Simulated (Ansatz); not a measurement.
Two structures of SiH$_{4}$SOF$_{2}$, closed shell, reached by relaxing down either side of one saddle point (PBE0-D4/def2-TZVP). Energies are electronic, without zero-point energy. Ansatz 0.2.0; basis: def2-TZVPP and def2-QZVPP; cores frozen in the correlated methods. Extrapolation: Hartree–Fock as exp(−7.88 √X), correlation as X^−2.97. First:

Si1  (-0.625, 0.477, 1.012)
O2  (0.515, -0.675, 0.959)
F3  (-1.993, -0.051, 0.418)
F4  (-0.934, 0.856, 2.520)
H5  (-0.164, 1.651, 0.276)
H6  (0.845, -0.938, -1.478)
S7  (0.391, -0.327, -2.585)
H8  (0.467, -1.415, 1.568)
H9  (1.499, 0.422, -2.691)
(Å)

Second:

```xyz
9
angstrom
Si -0.4724 0.8272 -0.0245
O 0.6578 -1.7829 0.4878
F -1.6682 -0.2219 -0.0180
F 0.1114 0.8367 1.4552
H -1.0688 2.1552 -0.2583
H -0.1832 -2.2467 0.5181
S 0.9798 0.4244 -1.4896
H 0.8878 -1.6074 1.4042
H 0.7560 1.6154 -2.0750
```

Which bonds change from the first to the second?

SiH₂OF₂ ([OH][SiH]([F])[F]) + H₂S → SiH₂SF₂ ([F][SiH]([F])[SH]) + H₂O; bonds formed: Si1–S7, O2–H6; bonds broken: Si1–O2, H6–S7.

Give the saddle point's structure and its height above each. (An estimate is asked for; the value comes from the calculation.)

By the calculation: 1.489 eV above the first and 0.971 eV above the second (CCSD(T) at an estimated basis limit (MP2 extrapolated from triple and quadruple zeta, plus CCSD(T) − MP2 in triple zeta)).
| atom | x (Å) | y (Å) | z (Å) |
| --- | --- | --- | --- |
| Si1 | -0.5190 | 0.4948 | 0.3786 |
| O2 | 0.6701 | -0.8147 | 0.5657 |
| F3 | -1.9946 | -0.0101 | 0.0640 |
| F4 | -0.6606 | 0.5990 | 1.9892 |
| H5 | -0.0926 | 1.8712 | 0.1013 |
| H6 | 0.6888 | -1.0785 | -0.5143 |
| S7 | 0.0739 | -0.1896 | -1.9086 |
| H8 | 0.6422 | -1.4230 | 1.3166 |
| H9 | 1.1919 | 0.5508 | -1.9923 |

No T1 diagnostic of these runs exceeds 0.012.

Labels in which every atom is bracketed show which atoms are joined, not bond orders.

For scale, one of the runs: CCSD(T)/def2-TZVPP, 233 basis functions, launched by `ansatz run in.yaml --threads 4 --pin off --events-out ev --progress --plain --max-ram 9574MiB`. The run took 2.3 min on 4 CPU threads of an Arm Neoverse V1 (shared host), with 4.2 GiB of host memory at its peak.
